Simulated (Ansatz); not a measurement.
Br$_{2}$In, SMILES `[Br][In][Br]` radical. The species carries charge 0 and has multiplicity 2. In takes the def2 core potential.

Z-matrix (Å, degrees):
```
In
Br 1 2.504
Br 1 2.504 2 120.7
```

Q: List the harmonic frequencies (cm⁻¹, unscaled) at PBE0-D4/def2-TZVP in Ansatz. (Estimate.)

A: The calculation gave: 55, 209, 251.

Q: Is this a minimum?

A: Yes, all 3 modes are real.

Q: Give the ideal-gas thermochemistry at 298.15 K and 1 bar (rigid rotor, harmonic oscillator; point group C2v, symmetry number 2).

A: Zero-point energy 3.1 kJ/mol; H(298) − E = 17.9 kJ/mol; entropy 337.4 J/(mol·K), of which translation 178.9, rotation 117.7, vibration 35.1, electronic 5.8; G(298) − E = -82.7 kJ/mol. Modes under 100 cm⁻¹ are hindered rotations or soft bends, so the harmonic entropy is rough.
